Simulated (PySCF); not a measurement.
CH₃F, charge +1, doublet, at a GFN2-xTB geometry (a state made from the parent by changing its charge; the spin is typed, not shown lowest).

The PySCF input:
```python
from pyscf import gto, scf

mol = gto.M(
    atom='''
C    -0.57309101    0.08399228    0.11214081
F     0.70399105   -0.11149350   -0.09491786
H    -0.84497230   -0.07079984    1.16789950
H    -0.87922493    1.08154650   -0.33862623
H    -1.17317612   -0.51125881   -0.64785744
''',
    basis='aug-cc-pvdz',
    charge=1,
    spin=1,
    verbose=4,
)

mf = scf.UHF(mol)
mf.kernel()
```

Q: Estimate the total energy that HF/aug-cc-pVDZ run with PySCF returns for this input.

A: -277.211063 Ry

Q: What HOMO energy does HF/aug-cc-pVDZ give?

A: -23.54 eV

Q: Give the nuclear repulsion energy at the level HF/aug-cc-pVDZ.

A: 38.3398 Eh

These values belong to the state on which the SCF converged, which isn't shown to be the lowest.
